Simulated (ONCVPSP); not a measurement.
# nickel: one change to an ONCV potential, before and after

Ni (Z = 28), optimised norm-conserving Vanderbilt (ONCV), made with ONCVPSP 4.0.1 (PBE, scalar-relativistic). Core [Ne], reference 3s2 3p6 3d8 4s2. Waves: 3s+4s: rc 0.95 bohr, ncon 4, nbas 7, qcut 11.6 1/bohr, 2 projectors; 3p: rc 1.15 bohr, ncon 3, nbas 7, qcut 14.3 1/bohr, 1 projector; 3d: rc 1.65 bohr, ncon 4, nbas 9, qcut 11.1 1/bohr, 2 projectors, debl 1.3 Ha. Local part: polynomial inside 0.65 bohr (lpopt 5, dvloc0 0 Ha). Core correction: Teter function, fcfact 3, rcfact 1.15.

Change: all radii but the core radius scaled by about 0.83 (s 0.78, p 0.96, d 1.36 bohr); local potential polynomial inside 0.54 bohr (lpopt 5, dvloc0 0 Ha).

Cutoffs: the cutoffs (Ha) at which the residual kinetic energy of the hardest occupied pseudo-wave falls to 1 and 0.1 mHa per electron; they do not see the model core or the augmentation charge, which bear on the density cutoff. Errors are all-electron minus pseudo energies relative to the spin-unpolarised reference configuration.

What does the change do?

The potential gets harder (56 Ha and 65 Ha → 68 Ha and 178 Ha); of the 4 tests that both files solve, the error grows in 0 and shrinks in 4 by more than 15 % and 0.3 meV (median size 18.9 → 8.3 meV); neither file shows a bound ghost. A smaller radius makes the pseudo-wave follow the all-electron one further in, where it bends more sharply, so more plane waves are needed. Less of the atom is replaced, so other configurations are described better.

| quantity | base | changed |
| --- | --- | --- |
| cutoff, loose | 56 Ha | 68 Ha |
| cutoff, tight | 65 Ha | 178 Ha |
| loose cutoff by channel | s 56 Ha, p 40 Ha, d 43 Ha | s 68 Ha, p 39 Ha, d 51 Ha |
| bound ghosts | none | none |
| GHOST(+) flags under 300 eV | none | none |
| error for 3s2 3p6 3d8 4s1, meV [ΔE 9.32 eV] | +1.5 | +0.7 |
| error for 3s2 3p6 3d8 4s0, meV [ΔE 26.67 eV] | +8.5 | +5.7 |
| error for 3s2 3p6 3d7 4s0, meV [ΔE 64.14 eV] | +29 | +11 |
| error for 3s2 3p6 3d9 4s1, meV [ΔE -1.60 eV] | +36 | +15 |
| rms error of d²Exc/dni dnj with the model core, mHa | 0.60 | 0.97 |
